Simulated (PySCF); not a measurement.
A small calculation by hand: oscillator strength and radiative lifetime

B(Cl)(SMe)2 (C2H6BClS2), SMILES CSB(Cl)SC.

Geometry: B3LYP-D3(BJ)/def2-SVP. The values are those of a single conformer.

TDDFT-PBE0/def2-SVPD (PySCF) puts the first singlet state with f over 0.02 at 5.47 eV (vertical), with the transition dipole (-0.547, 1.194, 0.000) in atomic units.

Task: Find the oscillator strength, the wavelength and the radiative lifetime that this transition would have in vacuum if emission retraced absorption.

Result: 
|μ|² = 1.7248 au, so |μ| = 3.34 D. ΔE = 5.47/27.211 = 0.2010 hartree. f = (2/3) ΔE |μ|² = 0.231 (the program prints 0.231).
λ = 1239.84/5.47 = 227 nm; ν = 44119 cm⁻¹.
Einstein's coefficient A = 0.6670 ν² f s⁻¹ (ν in cm⁻¹) = 3.0e8 s⁻¹, so τ = 1/A = 3.3 ns. This state is S1. The figure is the radiative limit of this one transition; relaxation, internal conversion, crossing to triplets and a medium change what is measured.
